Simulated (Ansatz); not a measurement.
Consider the atomization: `C[Si](C)(C)CBCl` → B• + 4 C• + Cl• + 12 H• + Si•.

Calculated with Ansatz (gas phase, PBE0-D4/def2-TZVP geometries, no zero-point term in ΔE). CCSD(T)/CBS adds triple-zeta CCSD(T) − MP2 to the extrapolated MP2 energy (def2 sets, frozen cores). This one scheme is used for every species, atoms too. DFT in def2-TZVPP. Open shells (•) are unrestricted, without spin–orbit coupling. Spin–orbit coupling would lower the free atoms: a little for B, C, Cl, Si. Each species was taken in one conformer, which may not be the lowest.

```json
{"level": "r2SCAN-D4", "ΔE (kJ/mol)": "7304.8"}
{"level": "r2SCAN0-D4", "ΔE (kJ/mol)": "7251.5"}
{"level": "r2SCAN", "ΔE (kJ/mol)": "7291.6"}
{"level": "CCSD(T)/def2-SVP", "ΔE (kJ/mol)": "6935.1"}
```

**Question.** What does CCSD(T)/CBS give? (An estimate is asked.)

**Answer.** Ansatz gave: +7257.0 kJ/mol. The listed levels differ from it by 47.8, -5.5, 34.6, -321.9 kJ/mol.

Largest T1 diagnostic among the species: 0.014.

From BLYP to BHLYP (50 % exact exchange), in def2-TZVPP and without D4, ΔE moves by −18.6 kJ/mol: exact exchange takes away binding that semilocal exchange gives to molecules. The D4 term adds +76.9 kJ/mol with B3LYP and +41.8 kJ/mol with PBE0; it sums over pairs of atoms, weighted by their polarisabilities, and B3LYP, whose exchange is more repulsive, gets the larger term. Leaving LDA and LC-ωPBE aside and taking each functional with its dispersion term where it has one, the values, not all of them listed here, spread over 214.0 kJ/mol, from BHLYP-D4 to PBE-D4. LDA lies +843.8 kJ/mol from PBE without D4, its usual overbinding.

B3LYP here is the variant with VWN-RPA as its local correlation; programs differ in this.

For atomizations the MP2-based limit and the directly extrapolated one differ by several kJ/mol either way, and by 10 to 25 for some Ge, Se and Sn compounds, so smaller differences from it don't rank the levels.
